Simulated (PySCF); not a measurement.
Members of one series of related molecules.

All values: PBE0/pcSseg-1 (PySCF) at GFN2-xTB geometries, gas phase, one conformer each.

Problem. Rank by HOMO energy, lowest first.
A. `C=CN([SiH3])C(C)C`
B. `C=CN([SiH3])[C@@H](C)C(F)F`
C. `N(=C\[C@H](N(C=C)[SiH3])C)/[H]`

Solution. B (-6.22 eV), C (-6.04 eV), A (-5.84 eV).

Problem. Rank by dipole moment, highest first.
A. `[CH2:1]=[CH:2][C@H:3]([CH3:4])[N:5]([SiH3:6])[CH:7]=[CH2:8]` with C1–C2–C3–C4 -8°, C2–C3–N5–Si6 -127°, C3–N5–C7–C8 169°
B. `[CH2:1]=[CH:2][N:3]([SiH3:4])[CH2:5][CH3:6]` with C1–C2–N3–Si4 -169°, C2–N3–C5–C6 -81°
C. `[CH2:1]=[CH:2][N:3]([SiH3:4])[C@@H:5]([CH3:6])[CH2:7][SiH3:8]` with C1–C2–N3–Si4 5°, C2–N3–C5–C6 -67°, N3–C5–C7–Si8 52°

Solution. C (1.53 D), A (1.37 D), B (1.00 D).

Problem. Rank by LUMO energy, lowest first.
A. `C=CC[C@@H](C)N([SiH3])C=C`
B. `C=CN([SiH3])C(C)C`
C. `[H]/N=C/[C@@H](C)N([SiH3])C=C`
D. `C=CN([SiH3])[C@H](C)C(F)(F)F`
E. `C=C[C@H](C)N([SiH3])C=C`

Solution. C (-0.21 eV), E (0.01 eV), A (0.33 eV), D (0.53 eV), B (0.76 eV).

All values together:

| SMILES | change | formula | μ (D) | HOMO (eV) | LUMO (eV) | lowest IAO charge (e) | highest IAO charge (e) | lowest Hirshfeld charge (e) | highest Hirshfeld charge (e) |
| --- | --- | --- | --- | --- | --- | --- | --- | --- | --- |
| C=CN([SiH3])CC | parent | C4H11NSi | 1.00 | -5.92 | 0.50 | -0.448 (N) | +0.747 (Si) | -0.163 (C) | +0.360 (Si) |
| C=CC[C@@H](C)N([SiH3])C=C | H on C replaced by allyl | C7H15NSi | 1.39 | -5.93 | 0.33 | -0.460 (N) | +0.731 (Si) | -0.159 (C) | +0.350 (Si) |
| C=CN([SiH3])[C@H](C)C1CC1 | H on C replaced by cPr | C7H15NSi | 1.57 | -5.82 | 0.74 | -0.456 (N) | +0.730 (Si) | -0.163 (C) | +0.350 (Si) |
| C=CN([SiH3])[C@@H](C)C(F)F | H on C replaced by CHF2 | C5H11F2NSi | 1.64 | -6.22 | 0.55 | -0.455 (N) | +0.736 (Si) | -0.152 (C) | +0.353 (Si) |
| C=CN([SiH3])[C@H](C)C(F)(F)F | H on C replaced by CF3 | C5H10F3NSi | 1.56 | -6.31 | 0.53 | -0.454 (N) | +0.794 (C) | -0.160 (C) | +0.336 (Si) |
| C=CN([SiH3])C(C)C | H on C replaced by CH3 | C5H13NSi | 1.58 | -5.84 | 0.76 | -0.458 (N) | +0.732 (Si) | -0.162 (C) | +0.352 (Si) |
| [H]/N=C/[C@@H](C)N([SiH3])C=C | H on C replaced by CH=NH | C5H12N2Si | 1.67 | -6.04 | -0.21 | -0.457 (N) | +0.751 (Si) | -0.215 (N) | +0.361 (Si) |
| C=CN([SiH3])[C@@H](C)CN | H on C replaced by CH2NH2 | C5H14N2Si | 1.29 | -5.94 | 0.74 | -0.580 (N) | +0.729 (Si) | -0.243 (N) | +0.352 (Si) |
| C#C[C@H](C)N([SiH3])C=C | H on C replaced by ethynyl | C6H11NSi | 1.23 | -6.03 | 0.39 | -0.455 (N) | +0.733 (Si) | -0.157 (C) | +0.355 (Si) |
| C=CN([SiH3])[C@@H](C)C(C)C | H on C replaced by iPr | C7H17NSi | 1.53 | -5.84 | 0.78 | -0.458 (N) | +0.729 (Si) | -0.161 (C) | +0.351 (Si) |
| C=C[C@H](C)N([SiH3])C=C | H on C replaced by vinyl | C6H13NSi | 1.37 | -5.92 | 0.01 | -0.461 (N) | +0.732 (Si) | -0.160 (C) | +0.352 (Si) |
| C=CN([SiH3])[C@@H](C)C[SiH3] | H on C replaced by CH2SiH3 | C5H15NSi2 | 1.53 | -5.97 | 0.59 | -0.541 (C) | +0.727 (Si) | -0.161 (C) | +0.350 (Si) |

Conformers: `[CH2:1]=[CH:2][N:3]([SiH3:4])[CH2:5][CH3:6]` with C1–C2–N3–Si4 -169°, C2–N3–C5–C6 -81°; `[CH2:1]=[CH:2][CH2:3][C@@H:4]([CH3:5])[N:6]([SiH3:7])[CH:8]=[CH2:9]` with C1–C2–C3–C4 -116°, C2–C3–C4–C5 178°, C3–C4–N6–Si7 117°, C4–N6–C8–C9 172°; `[CH2:1]=[CH:2][N:3]([SiH3:4])[C@H:5]([CH3:6])[CH:7]1[CH2:8][CH2:9]1` with C1–C2–N3–Si4 2°, C2–N3–C5–C6 64°, N3–C5–C7–C8 -139°; `[CH2:1]=[CH:2][N:3]([SiH3:4])[C@@H:5]([CH3:6])[CH:7]([F:8])[F:9]` with C1–C2–N3–Si4 4°, C2–N3–C5–C6 -59°, N3–C5–C7–F8 178°; `[CH2:1]=[CH:2][N:3]([SiH3:4])[C@H:5]([CH3:6])[C:7]([F:8])([F:9])[F:10]` with C1–C2–N3–Si4 -169°, C2–N3–C5–C6 -92°; `[CH2:1]=[CH:2][N:3]([SiH3:4])[CH:5]([CH3:6])[CH3:7]` with C1–C2–N3–Si4 -1°, C2–N3–C5–C6 63°; `[H]/[N:8]=[CH:7]/[C@H:5]([N:3]([CH:2]=[CH2:1])[SiH3:4])[CH3:6]` with C1–C2–N3–Si4 172°, C2–N3–C5–C6 73°, N3–C5–C7–N8 156°; `[CH2:1]=[CH:2][N:3]([SiH3:4])[C@@H:5]([CH3:6])[CH2:7][NH2:8]` with C1–C2–N3–Si4 7°, C2–N3–C5–C6 -62°, N3–C5–C7–N8 66°, C5–C7–N8–H -58° and -177°; `[CH:1]#[C:2][C@H:3]([CH3:4])[N:5]([SiH3:6])[CH:7]=[CH2:8]` with C2–C3–N5–Si6 -136°, C3–N5–C7–C8 168°; `[CH2:1]=[CH:2][N:3]([SiH3:4])[C@@H:5]([CH3:6])[CH:7]([CH3:8])[CH3:9]` with C1–C2–N3–Si4 1°, C2–N3–C5–C6 -61°, N3–C5–C7–C8 53°; `[CH2:1]=[CH:2][C@H:3]([CH3:4])[N:5]([SiH3:6])[CH:7]=[CH2:8]` with C1–C2–C3–C4 -8°, C2–C3–N5–Si6 -127°, C3–N5–C7–C8 169°; `[CH2:1]=[CH:2][N:3]([SiH3:4])[C@@H:5]([CH3:6])[CH2:7][SiH3:8]` with C1–C2–N3–Si4 5°, C2–N3–C5–C6 -67°, N3–C5–C7–Si8 52°.

Problem. Give the shifts from the parent, `C=CN([SiH3])CC`.

Solution. 
```
                       SMILES  change in μ (D)  change in HOMO (eV)  change in LUMO (eV)
    C=CC[C@@H](C)N([SiH3])C=C            +0.39                -0.01                -0.17
    C=CN([SiH3])[C@H](C)C1CC1            +0.57                +0.10                +0.24
   C=CN([SiH3])[C@@H](C)C(F)F            +0.64                -0.30                +0.05
 C=CN([SiH3])[C@H](C)C(F)(F)F            +0.56                -0.39                +0.03
            C=CN([SiH3])C(C)C            +0.58                +0.08                +0.26
[H]/N=C/[C@@H](C)N([SiH3])C=C            +0.67                -0.12                -0.71
      C=CN([SiH3])[C@@H](C)CN            +0.29                -0.02                +0.24
      C#C[C@H](C)N([SiH3])C=C            +0.23                -0.11                -0.11
   C=CN([SiH3])[C@@H](C)C(C)C            +0.53                +0.08                +0.28
      C=C[C@H](C)N([SiH3])C=C            +0.37                 0.00                -0.49
 C=CN([SiH3])[C@@H](C)C[SiH3]            +0.53                -0.05                +0.09
```
